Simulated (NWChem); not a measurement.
# NaF; SMILES [F][Na]

All runs: NWChem. Structure relaxed at the PBE0/def2-SVP level. Vertical excitations in the gas phase; the lowest state need not have the same character in each row.

| level | lowest excitation, singlet (eV) | oscillator strength of that lowest state | lowest state with f > 0.02, singlet (eV) | oscillator strength of that bright state | orbital gap (eV) |
|---|---|---|---|---|---|
| PBE/def2-SVPD, full TDDFT | 3.19 | 0.007 | 3.58 | 0.056 | 3.17 |
| B3LYP/def2-SVPD, full TDDFT | 4.00 | 0.009 | 4.36 | 0.048 | 4.94 |
| LRC-wPBEh/def2-SVPD, full TDDFT | 4.49 | 0.013 | 4.85 | 0.043 | 8.34 |
| BHandHLYP/def2-SVPD, full TDDFT | … | 0.013 | … | 0.043 | … |

### Question
Some entries are withheld; supply them.

### Answer

- BHandHLYP/def2-SVPD, full TDDFT, lowest excitation, singlet (eV): 5.27
- BHandHLYP/def2-SVPD, full TDDFT, lowest state with f > 0.02, singlet (eV): 5.65
- BHandHLYP/def2-SVPD, full TDDFT, orbital gap (eV): 7.58
